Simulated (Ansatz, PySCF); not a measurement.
Mo(NMe)(S)(F)2 (CH3F2MoNS), SMILES [N](=[Mo]([F])(=[S])[F])C, multiplicity 1. Atoms are numbered in the order given.

```xyz
9

Mo    -0.2189     0.2403     0.0131
N      0.4443    -0.4444    -1.4096
C      1.3444    -1.2385    -2.1731
H      1.8913    -0.6097    -2.8960
H      2.0732    -1.7304    -1.5009
H      0.7923    -2.0133    -2.7316
S      0.9912    -0.5260     1.5787
F     -1.9607    -0.3912     0.1779
F     -0.0203     2.0857    -0.1096
```

Coordinates come from a B3LYP-D3(BJ)/def2-SVP optimisation. The multiplicity is an assumed one; no other spin state was optimised. The structure was generated by enumeration; whether it is a known compound was not checked. The def2 effective core potentials stand for the cores of Mo; spin–orbit coupling is left out.

Two levels are set side by side: PBE-D3(BJ)/def2-SVP (Ansatz, a first-principles code) and B3LYP-D3(BJ)/def2-SVP (Ansatz). Each level has its own optimised geometry; the coordinates shown are those of the second. Frequencies come from the Hessian of PySCF at each geometry. Differences are taken from unrounded values.

```tsv
quantity	B3LYP-D3(BJ)
mean bond length (Å)	1.536
bond Mo1–N2 (Å)	1.712
bond Mo1–S7 (Å)	2.122
bond Mo1–F8 (Å)	1.860
bond Mo1–F9 (Å)	1.860
bond N2–C3 (Å)	1.423
bond C3–H4 (Å)	1.103
bond C3–H5 (Å)	1.107
bond C3–H6 (Å)	1.103
highest harmonic wavenumber (cm⁻¹)	3098
mean harmonic wavenumber (cm⁻¹)	1010
zero-point energy (kcal/mol)	30.33
```

What does PBE-D3(BJ) give, and how far is it from B3LYP-D3(BJ)? (An estimate is asked for; the answer gives what the named calculation found.)


| quantity | PBE-D3(BJ) | PBE-D3(BJ) minus B3LYP-D3(BJ) |
|---|---|---|
| mean bond length (Å) | 1.543 | 0.007 |
| bond Mo1–N2 (Å) | 1.725 | 0.013 |
| bond Mo1–S7 (Å) | 2.132 | 0.010 |
| bond Mo1–F8 (Å) | 1.864 | 0.004 |
| bond Mo1–F9 (Å) | 1.864 | 0.004 |
| bond N2–C3 (Å) | 1.419 | -0.003 |
| bond C3–H4 (Å) | 1.112 | 0.009 |
| bond C3–H5 (Å) | 1.116 | 0.009 |
| bond C3–H6 (Å) | 1.112 | 0.009 |
| highest harmonic wavenumber (cm⁻¹) | 3031 | -67 |
| mean harmonic wavenumber (cm⁻¹) | 983 | -28 |
| zero-point energy (kcal/mol) | 29.50 | -0.83 |

GGA bonds tend to be longer and softer than those of functionals with exact exchange. Differences between two approximate levels are no errors against the true value.
